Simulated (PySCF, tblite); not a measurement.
Compound: C₅H₆P₂.
SMILES with atom numbers: `[CH3:1][c:2]1[cH:3][cH:4][p:5][cH:6][p:7]1` (hydrogens: H8, H9, H10 on C1; H11 on C3; H12 on C4; H13 on C6)

Structure used (GFN2-xTB), in Å, numbered top down from 1:
```xyz
13
C5H6P2 angstrom
C     -2.0580   -0.3433    0.0200
C     -0.5573   -0.2490    0.0031
C      0.0126    1.0141   -0.0128
C      1.3537    1.3374   -0.0264
P      2.7180    0.2663   -0.0243
C      1.9648   -1.2883   -0.0056
P      0.3054   -1.7673    0.0083
H     -2.4823    0.1480   -0.8557
H     -2.4609    0.1496    0.9050
H     -2.3816   -1.3825    0.0253
H     -0.6852    1.8472   -0.0144
H      1.6055    2.3919   -0.0385
H      2.6610   -2.1236   -0.0018
```

The calculation used CAM-B3LYP/def2-SVPD in PySCF (dipole) on a GFN2-xTB geometry, gas phase.

Masses are those of the commonest isotopes; rigid-rotor values at the optimised geometry. 

(1) Give the principal moments of inertia and the rotational constants in cm⁻¹.

(2) Classify the top.

(3) What does the inertial defect say?

(4) Give the other two planar moments, Paa and Pbb, and the rms extents of the mass along the axes.

(5) List the rotational levels J(Ka,Kc) to J = 5 (cm⁻¹).

(6) Which types of transition are allowed, and where do some lines up to J = 4 fall?

(7) Estimate the classical rotational partition function at 10 K, 25 K and 50 K.

Answers

(1) Ia = 150.85, Ib = 317.54, Ic = 465.27 u·Å²; 505379 MHz·u·Å²/I gives 3350, 1592 and 1086 MHz, that is A = 0.11175, B = 0.05309, C = 0.03623 cm⁻¹.

(2) An asymmetric top; Ray's κ = -0.554.

(3) Not planar: Δ = Ic − Ia − Ib = -3.13 u·Å². For a rigid frame Δ = −2 Σ m c², so Σ m c² = 1.56 u·Å² lies off the ab plane, practically all of it from hydrogen. The atom farthest from that plane is 0.89 Å away.

(4) Paa = Σ m a² = (Ib + Ic − Ia)/2 = 315.98 and Pbb = Σ m b² = (Ia + Ic − Ib)/2 = 149.29 u·Å². With the mass M = 127.99 u, the rms extents √(P/M) along a, b and c are 1.57, 1.08, 0.11 Å.

(5) Above 0(0,0):
J = 1: 1(0,1) 0.0893, 1(1,1) 0.1480, 1(1,0) 0.1648
J = 2: 2(0,2) 0.2648, 2(1,2) 0.3098, 2(1,1) 0.3603, 2(2,1) 0.5363, 2(2,0) 0.5395
J = 3: 3(0,3) 0.5209, 3(1,3) 0.5506, 3(1,2) 0.6514, 3(2,2) 0.8043, 3(2,1) 0.8193, 3(3,1) 1.1415, 3(3,0) 1.1419
J = 4: 4(0,4) 0.8517, 4(1,4) 0.8689, 4(1,3) 1.0349, 4(2,3) 1.1591, 4(2,2) 1.2006, 4(3,2) 1.5041, 4(3,1) 1.5067, 4(4,1) 1.9691, 4(4,0) 1.9691
J = 5: 5(0,5) 1.2540, 5(1,5) 1.2629, 5(1,4) 1.5059, 5(2,4) 1.5987, 5(2,3) 1.6842, 5(3,3) 1.9582, 5(3,2) 1.9680, 5(4,2) 2.4227, 5(4,1) 2.4230, 5(5,1) 3.0200, 5(5,0) 3.0200
The levels of one J sum to (2J + 1)J(J + 1)(A + B + C)/3.

(6) The dipole components are |μa| = 1.16 D, |μb| = 1.36 D, |μc| = 0.00 D; the mirror of this Cs structure is the ab plane, so μc vanishes by symmetry and there are no c-type lines. Intensities carry the squares of the components, which stand as 0.73 : 1.00 (a : b). Some lines, for components of 0.1 D or more:

| type | branch | J(Ka,Kc) | MHz | lower level (cm⁻¹) |
| --- | --- | --- | --- | --- |
| a | Q | 3(2,1) ← 3(2,2) | 451 | 0.804 |
| a | Q | 1(1,0) ← 1(1,1) | 505 | 0.148 |
| b | Q | 1(1,0) ← 1(0,1) | 2264 | 0.089 |
| a | R | 1(0,1) ← 0(0,0) | 2678 | 0.000 |
| b | Q | 2(1,1) ← 2(0,2) | 2863 | 0.265 |
| b | R | 2(0,2) ← 1(1,1) | 3503 | 0.148 |
| a | R | 2(1,2) ← 1(1,1) | 4850 | 0.148 |
| b | Q | 4(2,2) ← 4(1,3) | 4967 | 1.035 |
| a | R | 2(0,2) ← 1(0,1) | 5261 | 0.089 |
| b | Q | 4(1,3) ← 4(0,4) | 5492 | 0.852 |
| b | R | 2(1,2) ← 1(0,1) | 6609 | 0.089 |
| b | R | 4(1,3) ← 3(2,2) | 6913 | 0.804 |
| a | R | 3(2,1) ← 2(2,0) | 8390 | 0.539 |
| b | Q | 4(2,3) ← 4(1,4) | 8700 | 0.869 |
| b | Q | 3(3,0) ← 3(2,1) | 9671 | 0.819 |
| b | Q | 3(3,1) ← 3(2,2) | 10111 | 0.804 |
| a | R | 4(3,1) ← 3(3,0) | 10936 | 1.142 |
| b | R | 2(2,0) ← 1(1,1) | 11736 | 0.148 |
| b | Q | 4(4,0) ← 4(3,1) | 13864 | 1.507 |
| b | Q | 4(4,1) ← 4(3,2) | 13939 | 1.504 |
| b | R | 3(2,1) ← 2(1,2) | 15276 | 0.310 |
| b | R | 4(3,2) ← 3(2,1) | 20530 | 0.819 |
| b | R | 4(4,1) ← 3(3,0) | 24798 | 1.142 |

(7) Point group Cs, symmetry number σ = 1; q = (√π/σ)·√((kT/h)³/(ABC)), k/h = 20836.6 MHz/K: 2220 at 10 K, 8760 at 25 K, 24800 at 50 K.

Its GFN2-xTB frequencies are all real (lowest 80 cm⁻¹). No vibrational averaging or centrifugal distortion is included, and the geometry carries the error of its method. A rigid rotor knows nothing of internal rotation, which can split or shift real lines.

The run took 36 s wall (grids of density and orbitals included) on one thread, Arm Neoverse V1 (aarch64), shared host with 64 logical CPUs at a one-minute load of 14, and the process peaked at 0.89 GiB of memory. This is the CAM-B3LYP/def2-SVPD job that gave the dipole, with the excitations it also computed.
